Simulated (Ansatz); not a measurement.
Reaction (formal hydrolysis of the Si–Br bond): `N[Si]Br` + H₂O → `N[Si]O` + HBr

Computed with Ansatz on PBE0-D4/def2-TZVP structures; ΔE is electronic, products minus reactants. CCSD(T)/CBS is the MP2 limit (def2-TZVPP, def2-QZVPP) plus CCSD(T) − MP2 in def2-TZVPP, frozen cores. This one scheme is used for every species. Functionals use def2-TZVPP. B3LYP here is the variant with VWN-RPA as its local correlation; programs differ in this. HSE06 is defined as in plane-wave codes. For Br outer-core shells are correlated without core-valence functions, which leaves a few kJ/mol of doubt a bond. Scalar relativity is left out up to krypton. One conformer a species, not always the lowest.

```tsv
level	ΔE (kJ/mol)	difference from CCSD(T)/CBS
LDA (SPW92)	9.7	-4.1
ωB97X-V	6.8	-7.0
PBE	16.4	2.6
B3LYP	7.1	-6.7
r2SCANh	12.7	-1.1
r2SCAN0	13.4	-0.4
HSE06	17.1	3.3
CAM-B3LYP	0.0	-13.8
MP2/def2-QZVPP	14.6	0.8
MP2/CBS(def2)	18.0	4.2
CCSD(T)/CBS	13.8	0
```

Largest T1 diagnostic among the species: 0.014.

At CCSD(T), def2-SVP lies −4.4 kJ/mol from the extrapolated value and def2-TZVPP −6.9 kJ/mol. Leaving LDA and LC-ωPBE aside and taking each functional with its dispersion term where it has one, the values, not all of them listed here, spread over 17.4 kJ/mol, from CAM-B3LYP-D4 to revPBE-D4. LDA lies −6.8 kJ/mol from PBE without D4. The D4 term adds +3.5 kJ/mol with B3LYP and +1.8 kJ/mol with PBE0; it sums over pairs of atoms, weighted by their polarisabilities, and B3LYP, whose exchange is more repulsive, gets the larger term.
